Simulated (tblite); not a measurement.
C6H12NPSi.
Atom-mapped SMILES: `[CH2:1]=[CH:2][CH2:3][P:4]([SiH3:5])[CH2:6][CH2:7][C:8]#[N:9]` (hydrogens: H10, H11 on C1; H12 on C2; H13, H14 on C3; H15, H16, H17 on Si5; H18, H19 on C6; H20, H21 on C7)

Geometry (GFN2-xTB, Å), atoms numbered from 1 in this order:
```xyz
21
C6H12NPSi angstrom
C     -2.089   -2.285   -0.261
C     -2.073   -1.144   -0.926
C     -1.810    0.185   -0.308
P     -0.153    0.842   -0.891
Si    -0.045    2.652    0.431
C      0.919   -0.338    0.082
C      2.403   -0.003   -0.094
C      3.217   -0.972    0.593
N      3.838   -1.754    1.150
H     -1.932   -2.322    0.806
H     -2.268   -3.227   -0.749
H     -2.226   -1.132   -1.998
H     -1.823    0.121    0.783
H     -2.559    0.911   -0.637
H     -1.201    3.490    0.125
H      1.195    3.359    0.111
H     -0.052    2.318    1.861
H      0.719   -1.345   -0.298
H      0.645   -0.319    1.142
H      2.666   -0.012   -1.156
H      2.624    0.991    0.307
```

Method: GFN2-xTB as coded in tblite; computed harmonic values from a numerical Hessian at the method's own geometry, unscaled. Against measured fundamentals such values can be off by several per cent, at times by over 20. Modes of hydrogen on silicon can be 10 to 20 % off. One conformer, not necessarily the lowest.

Harmonic wavenumbers (cm⁻¹): 41.5, 46.6, 59.0, 66.0, 92.0, 110.0, 125.4, 175.9, 231.4, 240.5, 288.3, 385.5, 407.5, 448.2, 486.0, 504.8, 515.3, 597.3, 731.7, 749.5, 753.1, 755.6, 774.1, 789.9, 838.0, 892.6, 926.8, 950.2, 984.2, 1015.5, 1053.9, 1060.8, 1087.4, 1168.1, 1193.1, 1196.3, 1222.8, 1287.2, 1295.8, 1407.4, 1426.1, 1433.8, 1453.6, 1707.5, 2219.0, 2261.7, 2283.3, 2411.7, 2924.1, 2936.0, 2940.3, 2943.1, 2947.9, 2958.1, 3058.0, 3097.4, 3128.9.

A = 1169, B = 755.6, C = 499.9 MHz; mass 157.048 u (most abundant isotopes); point group C1, symmetry number 1.

**Question.** Zero-point energy?

**Answer.** ½Σν̃ = 34543 cm⁻¹ = 98.76 kcal/mol.

**Question.** Entropy at 298.15 K, 1 bar (ideal gas, RRHO, classical rotation)?

**Answer.** Translation 41.09, rotation 30.97, vibration 44.22: S = 116.3 cal/(mol K).

**Question.** And Cp and H(298.15 K) − H(0)?

**Answer.** Cp = 47.49 cal/(mol K), of which vibrations give 39.54 (their classical limit is 57 R = 113.3); H(298.15 K) − H(0) = 8.82 kcal/mol without the zero-point energy, 6.45 from vibrations.

**Question.** Which modes carry the vibrational entropy at 298.15 K?

**Answer.** 41.5 cm⁻¹: 5.19; 46.6 cm⁻¹: 4.96; 59.0 cm⁻¹: 4.49; 66.0 cm⁻¹: 4.27; 92.0 cm⁻¹: 3.62; 110.0 cm⁻¹: 3.27 cal/(mol K); the other 51 give 18.43 together.

**Question.** Blend soft modes into free rotors: weight 1/[1 + (100 cm⁻¹/ν̃)⁴] for the oscillator and the rest for a rotor with moment μB/(μ + B), μ = h/(8π²ν), B = 10⁻⁴⁴ kg m². What vibrational entropy results?

**Answer.** 38.99 cal/(mol K) in place of 44.22, which changes −T·S at 298.15 K by +1.56 kcal/mol.

**Question.** How do the functions run with temperature in this model?

**Answer.** 
| T (K) | S (cal/(mol K)) | Cp (cal/(mol K)) | H − H(0) (kcal/mol) | G − H(0) (kcal/mol) | ln q(vib) |
| --- | --- | --- | --- | --- | --- |
| 100 | 79.2 | 24.6 | 1.69 | -6.23 | 3.46 |
| 200 | 99.7 | 36.0 | 4.72 | -15.23 | 7.66 |
| 300 | 116.6 | 47.7 | 8.91 | -26.06 | 11.43 |
| 500 | 145.8 | 67.0 | 20.50 | -52.38 | 18.39 |
| 800 | 181.6 | 85.3 | 43.59 | -101.69 | 27.76 |
| 1000 | 201.5 | 93.3 | 61.48 | -140.05 | 33.37 |

q(vib) and H(0) count from the zero-point level.

**Question.** What must be added to the electronic energy to get the Gibbs energy at 298.15 K and 1 bar?

**Answer.** ZPE + [H(298.15 K) − H(0)] − T·S = 98.76 + 8.82 − 34.67 = 72.91 kcal/mol.

Hindered rotation and anharmonicity are outside this model. Other conformers, if any are populated, would add a mixing term that is left out. The structure is chiral; the term R ln 2 for an equal mix with its mirror image is left out.
